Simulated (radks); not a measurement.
Results of a calculation; reference values are marked as such.
These are the eigenvalues of the occupied orbitals of an atom or ion with whole-number occupations (eV). Code: a radial shooting solver on a logarithmic mesh with Libxc functionals. Model: Dirac Kohn-Sham, PBEsol, spin-unpolarised, spherical densities, finite nucleus; Fermi nuclear charge, rms radius of each element as measured or else 0.836 A^(1/3) + 0.57 fm.

1s1/2: -9791.644
2s1/2: -1440.025
2p1/2: -1302.206
2p3/2: -1278.365
3s1/2: -376.3878
3p1/2: -331.5216
3p3/2: -327.5309
3d3/2: -254.0689

Which element is it, and in what charge state? The configuration may be excited. Open shells, if any, fill j = l - 1/2 first.

Answer. Z = 30, zinc, charge +10: Zn10+ in [Ar] 3d2. The list shows which subshells hold electrons but not how many an open one holds; the 1s level, -359.84 hartree, gives Z - s = 26.8 by -(Z - s)^2/2, which with screening and relativity narrows Z to a few neighbours, and the depths of the outer levels then fix element, charge and occupations together.
